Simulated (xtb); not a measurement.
C₂H₆FInO, SMILES C[CH2][In]([OH])[F]. All values are semi-empirical tight-binding results from xtb (GFN2-xTB unless named), good for trends rather than for accurate numbers. Coordinates come from a GFN2-xTB optimisation. The structure was generated by enumeration; whether it is a known compound was not checked. One conformer was computed; it need not be the lowest.

For metal compounds this method's bond lengths and energies can be far off.

```
Quantity                                      Result
-------------------------------------  -------------
orbital gap                                  3.06 eV
zero-point energy                      47.2 kcal/mol
G − E(el) at 298.15 K (modified RRHO)  25.1 kcal/mol
```
